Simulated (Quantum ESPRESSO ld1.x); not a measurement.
Problem. This ld1.x (Quantum ESPRESSO 7.5) run is given with its output. Can the result be used, and if not, why?

```
 &input
    zed=5.0,
    iswitch=1,
    rel=1,
    dft='PBE',
    config='[He] 2s2 2p2',
    verbosity='high',
    prefix='ld1',
    max_out_wfc=37,
    file_charge='ld1.rho',
 /
```

```
     Program LD1 v.7.5 starts

     Message from routine scf:
     warning: convergence not achieved
     --------------------------- All-electron run ----------------------------

     scalar relativistic calculation

     atomic number is  5.00
     dft =PBE   lsd =0 sic =0 latt =0  beta=0.20 tr2=1.0E-14
     Exchange-correlation= PBE
                           (   1   4   3   4   0   0   0)
     mesh =1777 r(mesh) =  99.34137 a.u. xmin = -8.00 dx = 0.00800
     1 Ry =  13.60569312 eV, c = 137.03599908

     n l     nl                  e(Ry)          e(Ha)          e(eV)
     1 0     1S 1( 2.00)     -12.878060798      -6.439030399   -175.2149432
     2 0     2S 1( 2.00)      -0.346379631      -0.173189815     -4.7127350
     2 1     2P 1( 2.00)       0.012649631       0.006324815      0.1721070

     final scf error:  2.0E+00 reached in 201 iterations

     Etot =     -42.865018 Ry,     -21.432509 Ha,    -583.208286 eV

     Ekin =      52.897182 Ry,      26.448591 Ha,     719.702819 eV
     Encl =    -107.217171 Ry,     -53.608585 Ha,   -1458.763925 eV
     Eh   =      18.354708 Ry,       9.177354 Ha,     249.728524 eV
     Exc  =      -6.899737 Ry,      -3.449868 Ha,     -93.875704 eV
```

Solution. No. The cycle did not converge: in the last iteration no bound solution was found for 2p (the eigenvalue is printed as zero or positive). The species is B- with 6 electrons. In a local or semilocal functional the extra electron of a negative ion sees its own charge, the potential lacks the -1/r tail, and the highest level tends to rise to zero. The printed total energy is meaningless.
